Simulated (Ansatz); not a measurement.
Total energies of AlFH2SeSiZn, SMILES `[F][Al]1[Zn][SiH2][Se]1`.

```xyz
7

F     3.0010   -1.9192   -0.6227
Al    1.7202   -1.0998    0.0167
Zn    0.2899   -0.1875    1.7902
Si   -1.2382    0.7913    0.2138
Se    0.1330   -0.0786   -1.4284
H    -2.6010    0.2294    0.0129
H    -1.3049    2.2645    0.0175
```

Total charge 0; spin multiplicity 1. For Zn the d shell is correlated and the shells below it are frozen. Correlated methods include outer-core shells of Se, which these sets cover unevenly. Scalar relativity is left out up to krypton. The geometry is a stationary point of PBE0-D4/def2-TZVP. Basis def2-TZVPP, Ansatz.

RPA on PBE orbitals: Hartree–Fock energy of these orbitals -4809.18712 Eh, correlation -1.75269 Eh (frozen core).

```csv
functional,energy without D4 (Eh),D4 term (kJ/mol)
LDA (SPW92),-4804.96854,–
PBE,-4813.11348,-23.3
r2SCANh,-4813.97081,-5.5
r2SCAN0,-4813.92979,-6.2
BHLYP,-4814.02104,-38.4
CAM-B3LYP,-4814.33033,-21.1
LC-ωPBE,-4813.30913,–
ωB97X-V,-4813.59654,–
B2PLYP,-4813.16704,–
PBE-QIDH,-4812.50046,–
```

Give the same for revPBE, BLYP, r2SCAN, B97M-V, PBE0, B3LYP, HSE06 (plane-wave form), ωB97M-V. (Best estimate.)

The calculation gave: 
```json
{"functional": "revPBE", "energy without D4 (Eh)": "-4813.65026", "D4 term (kJ/mol)": "-51.9"}
{"functional": "BLYP", "energy without D4 (Eh)": "-4814.23233", "D4 term (kJ/mol)": "-48.8"}
{"functional": "r2SCAN", "energy without D4 (Eh)": "-4813.99983", "D4 term (kJ/mol)": "-4.9"}
{"functional": "B97M-V", "energy without D4 (Eh)": "-4813.15197", "D4 term (kJ/mol)": "–"}
{"functional": "PBE0", "energy without D4 (Eh)": "-4813.25397", "D4 term (kJ/mol)": "-19.9"}
{"functional": "B3LYP", "energy without D4 (Eh)": "-4814.24097", "D4 term (kJ/mol)": "-38.7"}
{"functional": "HSE06 (plane-wave form)", "energy without D4 (Eh)": "-4813.23936", "D4 term (kJ/mol)": "-19.1"}
{"functional": "ωB97M-V", "energy without D4 (Eh)": "-4813.82256", "D4 term (kJ/mol)": "–"}
```

B3LYP takes the VWN-RPA correlation (the form of Gaussian; ORCA's B3LYP/G). HSE06 is the plane-wave form, built on full-range PBE exchange. The double hybrids freeze the cores in their second-order part.

LC-ωPBE has ω = 0.4 bohr⁻¹.
